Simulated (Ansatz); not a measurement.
Mulliken charges of FI3Si (`F[Si](I)(I)I`) from ωB97M-V/def2-TZVPP in Ansatz (PBE0-D4/def2-TZVP geometry).

| atom | x (Å) | y (Å) | z (Å) | charge (e) |
| --- | --- | --- | --- | --- |
| F1 | -0.684 | -0.024 | 1.551 | -0.251 |
| Si2 | -0.039 | -0.015 | 0.102 | 0.410 |
| I3 | 1.722 | -1.667 | 0.077 | -0.053 |
| I4 | -1.782 | -0.568 | -1.476 | -0.053 |
| I5 | 0.833 | 2.201 | -0.296 | -0.053 |

Q: By hand: the dipole of these point charges (1 e Å = 4.8032 D).

A: Σ q r = (0.115, 0.002, -0.258) e Å, of length 0.282 e Å = 1.35 D.

Q: How does the dipole of the full density compare? (An estimate is asked.)

A: Computed: (0.073, 0.001, -0.163) e Å, 0.86 D; the point charges give 1.57 times that, at 0° from its direction.

Point charges leave out the atoms' own dipoles, such as those of lone pairs, and Mulliken's split depends on the basis, so the two needn't agree.
